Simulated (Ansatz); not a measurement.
The same ligand exchange along the group O, S, Se.

Calculated with Ansatz (gas phase, PBE0-D4/def2-TZVP geometries, no zero-point term in ΔE). CCSD(T)/CBS is the MP2 limit (def2-TZVPP, def2-QZVPP) plus CCSD(T) − MP2 in def2-TZVPP, frozen cores. This one scheme is used for every species. Functionals use def2-TZVPP. For Ga, Se outer-core shells are correlated without core-valence functions, which leaves a few kJ/mol of doubt a bond. Scalar relativity is left out up to krypton.

```csv
reaction,CCSD(T)/CBS(def2) (kJ/mol)
`[OH][GaH2]` + `C=N` → `C=[N][GaH2]` + H₂O,?
`[SH][GaH2]` + `C=N` → `C=[N][GaH2]` + H₂S,75
`[GaH2][SeH]` + `C=N` → `C=[N][GaH2]` + H₂Se,89
```

Fill in the missing values. (Best estimate.)

The calculation gave: `[OH][GaH2]` + `C=N` → `C=[N][GaH2]` + H₂O: +37.8 kJ/mol.

Largest T1 diagnostic: 0.017, for `C=[N][GaH2]`.
